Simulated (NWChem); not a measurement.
Species: HSeSF; SMILES F[Se]S

```xyz
4

Se    -0.4233     0.4466    -0.0076
F      1.1042     1.3504    -0.0136
S      0.2529    -1.5957    -0.0560
H      0.4098    -1.8067     1.2760
```
Atoms are numbered in this order, from 1.

Program: NWChem. Pople sets run with spherical d functions. Medium grid unless said otherwise, to which SCAN and Minnesota functionals are sensitive. Geometry: optimised at PBE0/def2-SVP. Hybrids' shares of exact exchange are those that their runs print; pure functionals count as 0. The functionals differ in more than this share.

```csv
row,share of exact exchange,highest occupied level (eV)
PBE/6-31G*,0.00,-5.59
MN15-L/6-31G*,0.00,-6.19
TPSSh/6-31G*,0.10,-6.31
B3LYP/6-31G*,0.20,-6.70
M06/6-31G*,0.27,withheld
MN15/6-31G*,0.44,-7.69
```

Question: Fit a straight line of the last column on the one before it, predict the withheld value, and compare with the run.

Answer: 
1. Means of the 5 shown rows: x = 0.148, y = -6.496. Slope Σ(x − x̄)(y − ȳ)/Σ(x − x̄)² = -0.5476/0.1341 = -4.084; intercept -5.892.
2. The shown rows scatter about the line by 0.190 (root mean square); the largest residual is +0.30, at PBE/6-31G*.
3. At x = 0.27 (M06/6-31G*; inside the shown range) the line gives -6.99.
4. The run gives -7.00, -0.01 from the line, 0.1 times the scatter.
